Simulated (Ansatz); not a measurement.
Start from `CBCCCl` and change one atom or group to get `CBC[SeH]`.

Ansatz, PBE0-D4/def2-TZVP geometries, multiplicity 1. Each molecule was computed in one conformer, which needn't be the lowest. `CBC[SeH]` holds a close contact that its SMILES doesn't draw: Se···B 2.35 Å.

Scalar relativity is left out up to krypton. Spin–orbit coupling is left out; it splits and shifts lone-pair levels of the heavy atoms by tenths of an eV.

```tsv
property	`CBCCCl`
size of the dipole moment (B3LYP/def2-TZVPP) / D	2.15
HOMO energy (PBE/def2-TZVPP) / eV	-6.74
size of the dipole moment (ωB97M-V/def2-TZVPP) / D	2.13
size of the dipole moment (PBE/def2-TZVPP) / D	2.08
ideal-gas entropy at 298 K and 1 bar (rigid rotor, harmonic PBE0-D4/def2-TZVP) / J/(mol·K)	355
HOMO–LUMO gap (PBE/def2-TZVPP) / eV	4.74
```

**Question.** Give the same properties after the change, and the shifts. (An estimate is asked.)

**Answer.** The calculation gave: 
```csv
property,`CBC[SeH]`,shift
size of the dipole moment (B3LYP/def2-TZVPP) / D,1.20,-0.95
HOMO energy (PBE/def2-TZVPP) / eV,-6.11,0.63
size of the dipole moment (ωB97M-V/def2-TZVPP) / D,1.18,-0.95
size of the dipole moment (PBE/def2-TZVPP) / D,1.27,-0.81
"ideal-gas entropy at 298 K and 1 bar (rigid rotor, harmonic PBE0-D4/def2-TZVP) / J/(mol·K)",326,-29
HOMO–LUMO gap (PBE/def2-TZVPP) / eV,4.80,0.06
```

With PBE0 the HOMO rises by 0.92 eV and the LUMO rises by 0.59 eV, so the gap narrows by about 0.33 eV. PBE moves the HOMO by 0.63 eV and ωB97M-V by 1.08 eV. The zero-point energy changes by -52.7 kJ/mol with -6 modes. Dipoles are sizes alone; their direction can turn. Modes under 60 cm⁻¹, often nearly free rotors, make the harmonic entropy too high.

Positive LUMOs are unbound, so they and the gaps depend on the basis.

B3LYP here is the variant with VWN-RPA as its local correlation; programs differ in this.
